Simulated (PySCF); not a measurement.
Correlation energy of Be (beryllium, neutral)

[He] 2s2, closed-shell 1S. Calculation: PySCF 2.14, in cc-pVTZ (4s3p2d1f, 30 functions); the non-relativistic Hamiltonian (point nucleus). Frozen: 1s2; 2 electrons correlated.

Total MP2 correlation energy: -28.18 mhartree.

Same-spin part 0.00 and opposite-spin part -28.18 mhartree; SCS-MP2 scales them by 1/3 and 6/5 to -33.81 mhartree.

With two correlated electrons CCSD is exact within the correlated space (frozen core and kept virtual orbitals).

| level | correlation energy (mhartree) |
| --- | --- |
| CCSD | -45.55 |

Diagnostics: T1 = 0.020, D1 = 0.0278, largest double amplitude 0.129.

Cost of the coupled-cluster step: 0.07 s of wall time on 1 thread of Neoverse-V2 (shared host), for 2 correlated electrons.
